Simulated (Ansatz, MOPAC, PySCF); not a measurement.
Spectroscopic constants of KAl, closed-shell singlet (lowest of 2S+1 = 1, 3 at CCSD(T)/def2-TZVPP on PBE0 minima; our sources give no spin for the ground state, which may be another). No spin–orbit coupling. K is treated without relativity.

Seven points along R, fitted to fifth degree in 1/R; most abundant isotopes. Runs in def2 and cc sets follow the lowest solution found near the PBE0 minimum. The singlet is held restricted. HF and MP2 rows in def2 and cc sets belong to the determinant that coupled cluster picked by its CCSD energy.

Run with Ansatz (Gaussian basis) for Hartree–Fock, density functionals and correlated methods; MOPAC for PM3 (differences of heats of formation); PySCF for 3-21G rows, 6-31G* rows. 

```
level                 r_e (Å)  ω_e (cm⁻¹)  ω_e x_e (cm⁻¹)  α_e (cm⁻¹)  D_e (eV)  dipole (D)
--------------------  -------  ----------  --------------  ----------  --------  ----------
PM3                     3.603         121            0.53     0.00013         -           -
HF/3-21G                3.836         135            0.35     0.00030         -        5.69
HF/6-31G*               3.783         136            0.37     0.00036         -        5.85
HF/def2-TZVPP           3.759         140            0.38     0.00036         -           -
HF/def2-QZVPP           3.750         140            0.41     0.00037         -           -
SVWN5/def2-TZVPP        3.580         141            0.55     0.00050      0.83        3.03
PBE/def2-TZVPP          3.669         134            0.53     0.00048      0.63        3.42
BP86/6-31G*             3.687         132            0.54     0.00048         -        3.24
r2SCAN/def2-TZVPP       3.700         135            0.50     0.00045      0.41        4.36
B97M-V/def2-TZVPP       3.699         130            0.49     0.00047      0.73        2.95
B3LYP/6-31G*            3.680         135            0.52     0.00047         -        3.40
B3LYP/def2-TZVPP        3.662         137            0.52     0.00047      0.52        3.53
PBE0/def2-TZVPP         3.654         140            0.47     0.00043      0.50        4.48
BHLYP/def2-TZVPP        3.649         144            0.47     0.00042      0.38        4.46
CAM-B3LYP/def2-TZVPP    3.611         148            0.46     0.00042      0.40        4.68
wB97X-V/def2-TZVPP      3.611         154            0.41     0.00037      0.47        6.33
wB97M-V/def2-TZVPP      3.595         152            0.40     0.00037      0.60        4.72
B2PLYP/def2-TZVPP       3.643         140            0.54     0.00047      0.48           -
MP2/6-31G*              3.708         134            0.45     0.00044         -        5.84
MP2/def2-TZVPP          3.610         147            0.52     0.00045         -           -
MP2/def2-QZVPP          3.579         150            0.51     0.00046         -           -
SCS-MP2/def2-TZVPP      3.629         145            0.54     0.00046         -           -
SCS-MP2/def2-QZVPP      3.601         147            0.52     0.00047         -           -
CCSD/def2-TZVPP         3.635         140            0.65     0.00052      0.46           -
CCSD/def2-QZVPP         3.610         143            0.62     0.00052      0.51           -
CCSD(T)/def2-TZVPP      3.638         136            0.76     0.00057      0.55           -
CCSD(T)/def2-QZVPP      3.607         140            0.71     0.00056      0.61           -
```

D_e counts from each atom's lowest state at the same level, without counterpoise or zero-point energy.

Correlated levels freeze the inner cores; with def2 sets outer-core shells near the valence are correlated too. Rows in 3-21G, 6-31G* carry no dispersion term and start afresh at each structure (6-31G* with six Cartesian d functions); the Pople sets are all-electron and without relativity. MP2/6-31G* freezes PySCF's default core, which is smaller on s-block atoms. The state that PM3 reach isn't checked.

Doubts at one or more of the structures used: a restricted determinant that unrestricted orbitals would lower (HF/def2-TZVPP, HF/def2-QZVPP, B2PLYP/def2-TZVPP, MP2/def2-TZVPP, MP2/def2-QZVPP, SCS-MP2/def2-TZVPP, SCS-MP2/def2-QZVPP, CCSD/def2-TZVPP, CCSD/def2-QZVPP, CCSD(T)/def2-TZVPP, CCSD(T)/def2-QZVPP).

Ansatz is a program for electronic structure.
